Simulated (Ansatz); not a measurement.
AsH4Si (SMILES [SiH2][AsH2]) moved off its minimum; all values from Ansatz (an electronic-structure program), cores frozen in correlated methods. Open shells are unrestricted.
(charge 0, multiplicity 2)
```xyz
6

Si    -1.5975    -0.3683    -0.1132
As     0.7713     0.1595     0.1214
H     -2.4256     0.8377     0.0838
H     -1.9540    -0.9827    -1.4344
H      1.1673    -1.2821    -0.1111
H      0.9442     0.5584    -1.2930
```

Question: Give the forces (eV/Å), the total energy and the dipole at CCSD(T)/def2-TZVPPD.

Answer: 
| atom | Fx | Fy | Fz |
|---|---|---|---|
| Si1 | 0.551 | -0.063 | -0.306 |
| As2 | -0.689 | -0.099 | 1.026 |
| H3 | -0.064 | 0.121 | 0.064 |
| H4 | 0.047 | 0.064 | 0.239 |
| H5 | 0.071 | -0.179 | -0.113 |
| H6 | 0.084 | 0.156 | -0.910 |
Energy -2525.7374 hartree, dipole 0.38 D.
